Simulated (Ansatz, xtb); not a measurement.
## Ge2H8SSi: which of two isomers lies lower

Structure I: `[SiH3][Ge@@H]([SH])[GeH3]`, a singlet. Structure II: `S[SiH2][GeH2][GeH3]`, a singlet. Both are isolated molecules in the gas phase, relaxed with B3LYP/def2-SVP; the shapes shown needn't be the lowest conformers.

I (Å):

```xyz
12

Ge   -1.2015    0.4947    0.9112
Ge   -2.1994   -1.0526    2.5365
S    -2.7019    0.9013   -0.7501
Si    0.8682   -0.2501   -0.0674
H     1.8763   -0.5459    0.9944
H     0.6096   -1.4969   -0.8460
H     1.4050    0.7982   -0.9819
H    -1.0299    1.8906    1.5557
H    -2.7302   -0.3777   -1.1931
H    -1.2117   -1.3704    3.6819
H    -3.4817   -0.4377    3.1333
H    -2.5652   -2.3740    1.8263
```

II (Å):

```xyz
12

Ge   -1.2773    0.8157    1.2685
Ge    0.8758   -0.2320    1.7862
S    -2.9803   -2.4733    0.5039
Si   -2.5614   -0.4943   -0.2853
H    -1.6825   -2.8322    0.6489
H    -1.8493   -0.5647   -1.5968
H    -3.9101    0.1013   -0.5034
H    -1.0175    2.2281    0.6886
H    -2.0825    0.9866    2.5770
H     1.6197    0.5503    2.8890
H     0.6615   -1.6816    2.2767
H     1.7673   -0.2785    0.5260
```

Quicker runs give these differences E(II) − E(I): GFN2-xTB +0.218 eV; HF/STO-3G −0.058 eV (at GFN2-xTB geometries); r2SCAN-D4/def2-SVP −0.025 eV (at GFN2-xTB geometries).

Problem. Which of the two would you expect CCSD(T)/def2-SVP + ΔMP2/def2-TZVPP electronic energies to favour?

Solution. Too close to call at this level: CCSD(T)/def2-SVP + ΔMP2/def2-TZVPP gives E(II) − E(I) = −0.074 eV.

The same difference at several levels:

```csv
level,geometry,E(II) − E(I) (eV),departure from the last row (eV),"job, with rough time for the two"
GFN2-xTB,GFN2-xTB,+0.218,+0.292,"optimisation, 0.44 s"
HF/STO-3G,GFN2-xTB,−0.058,+0.016,"single point, 1.6 s"
r2SCAN-D4/def2-SVP,GFN2-xTB,−0.025,+0.049,"single point, 7.5 s"
B3LYP/def2-SVP,B3LYP/def2-SVP,−0.042,+0.032,"optimisation, 2.3 min"
HF/def2-SVP,B3LYP/def2-SVP,−0.058,+0.016,part of the CCSD(T) run
MP2/def2-SVP,B3LYP/def2-SVP,−0.075,−0.001,part of the CCSD(T) run
CCSD(T)/def2-SVP,B3LYP/def2-SVP,−0.068,+0.006,single point
CCSD(T)/def2-SVP + ΔMP2/def2-TZVPP,B3LYP/def2-SVP,−0.074,,"single point, 92 s"
```

As drawn, II has 1 S–Si, 1 Ge–H in place of 1 Ge–S, 1 Si–H.

GFN2-xTB puts the two in the other order. The largest departure from CCSD(T)/def2-SVP + ΔMP2/def2-TZVPP is that of GFN2-xTB, 0.292 eV. The last row adds to CCSD(T) the change of the MP2 difference between the two basis sets, here −0.006 eV.

With thermal terms from frequencies at re-optimised GFN2-xTB minima (ideal gas, soft modes damped towards free rotors, one conformer each, 298.15 K, 1 atm): the zero-point term adds +0.022 eV; ΔH is −0.065 and ΔG −0.039 eV.

The correlated steps freeze 28 core orbitals; the filled d shell of Ge is correlated, in a basis made for valence electrons. Mirror images aren't counted in ΔG. Run with Ansatz 0.2.0, xtb 6.7.1; the last row on 2 threads of Intel(R) Xeon(R) Platinum 8259CL CPU @ 2.50GHz (Skylake/Cascade Lake) on a shared host.
